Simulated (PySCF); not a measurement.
Two species compared at the same levels of theory.

First species: C5H10O.
InChI=1S/C5H10O/c1-3-5-6-4-2/h3,5H,4H2,1-2H3/b5-3+

Second species: C₆H₁₃BNP.
SMILES: `C(#N)[BH2-][P@@+]1(C)CC[C@H]1C`

Levels: wB97X-D/def2-SVPD for dipole moment, HOMO energy, LUMO energy, HOMO–LUMO gap, static isotropic polarisability and electronic spatial extent ⟨r²⟩ about the centre of nuclear charge; TDDFT wB97X-D/def2-SVPD for lowest singlet excitation; PBE0-D3(BJ)/def2-SVP for rotational constant A and rotational constant C. Geometries: PBE0-D3(BJ)/def2-SVP. All species are isolated and taken at one optimised geometry, non-relativistic unless stated. Electronic properties by PySCF.

The conformers computed, where there is a choice (atom-mapped SMILES and torsion angles):
- `[CH3:1]/[CH:2]=[CH:3]/[O:4][CH2:5][CH3:6]`: C2–C3–O4–C5 0°, C3–O4–C5–C6 180°
- `[CH3:1][C@@H:2]1[CH2:3][CH2:4][P@+:5]1([CH3:6])[BH2-:7][C:8]#[N:9]`: C4–P5–B7–C8 -38°

```
                                                         property    column X    column Y
                                                    dipole moment      7.84 D      1.03 D
                                                      HOMO energy    -9.71 eV    -8.15 eV
                                                      LUMO energy     1.69 eV     2.46 eV
                                                    HOMO–LUMO gap    11.40 eV    10.61 eV
                                        lowest singlet excitation     7.09 eV     6.52 eV
                                  static isotropic polarisability    111.5 au     69.1 au
electronic spatial extent ⟨r²⟩ about the centre of nuclear charge  1441 bohr²   896 bohr²
                                            rotational constant A   1.725 GHz  14.172 GHz
                                            rotational constant C   0.944 GHz   1.383 GHz
```

Q: Which column belongs to which species?

A: Column X is the second species and column Y the first. The first has 16 atoms and 48 electrons, the second 22 and 76.

Q: How does each property change from the first species to the second?

A: dipole moment +6.81 D; HOMO energy -1.56 eV; LUMO energy -0.77 eV; HOMO–LUMO gap +0.79 eV; lowest singlet excitation +0.57 eV; static isotropic polarisability +42.4 au; electronic spatial extent ⟨r²⟩ about the centre of nuclear charge +545 bohr²; rotational constant A -12.447 GHz; rotational constant C -0.439 GHz.

On the first: The polarisability is 10.24 Å³ as a volume (1 au = 0.148185 Å³), or 1.44 au for each of the 48 electrons. No computed singlet falls in the visible range (750 to 380 nm, 1.65 to 3.26 eV); S1 lies 3.26 eV above its blue end.

On the second: The 10 singlets span 7.09 to 8.46 eV, and their oscillator strengths add up to 0.29. The polarisability is 16.53 Å³ as a volume (1 au = 0.148185 Å³), or 1.47 au for each of the 76 electrons.
